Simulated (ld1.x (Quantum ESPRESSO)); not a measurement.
**Pseudopotential generation for promethium: TM semilocal, PBEsol, scalar-relativistic.**

```json
{"Element": "promethium", "Generator": "ld1.x (Quantum ESPRESSO) 7.5", "Type": "norm-conserving Troullier–Martins (semilocal form)", "Functional": "PBEsol", "Relativity": "scalar-relativistic", "Frozen core": "[Kr] 4d10", "Valence charge": "15", "Reference configuration": "4f5 5s2 5p6 5d0 6s1.75 6p0.25", "Partial waves": "5p (bound): rc 1.60 bohr; 5d (bound, empty): rc 2.15 bohr; 4f (bound): rc 1.60 bohr; 5s (bound): rc 1.75 bohr", "Local potential": "the s channel", "Core correction": "none"}
```

Occupied shells without a wave of their own: 6p, 6s. They enter only through the test configuration that unscreens the potential.

All-electron outer shells of the reference configuration (PBEsol, scalar-relativistic, ld1.x):

```tsv
shell	level (eV)	outermost node (bohr)	outermost maximum (bohr)
4p	-236.73	0.31	0.58
4d	-122.97	0.29	0.60
5s	-42.23	0.70	1.29
5p	-23.01	0.75	1.46
6s	-3.74	1.73	3.72
4f	-2.51	–	0.64
5d	-2.06	0.86	2.20
6p	-1.36	2.09	4.96
```

Question: Estimate the cutoffs (Ry, on a coarse ladder) from which the occupation-weighted sum of valence levels, in a spherical-Bessel basis at the reference potential, stays within 10 and 1 mRy of its value at 400 Ry.

Answer: 160 Ry and 230 Ry.

Question: Which valence shell sets the plane-wave cutoff?

Answer: 4f: its level needs 160 Ry to come within 1 mRy, against 60 Ry for 5p.

No test is counted, since the test run did not reproduce the reference configuration.
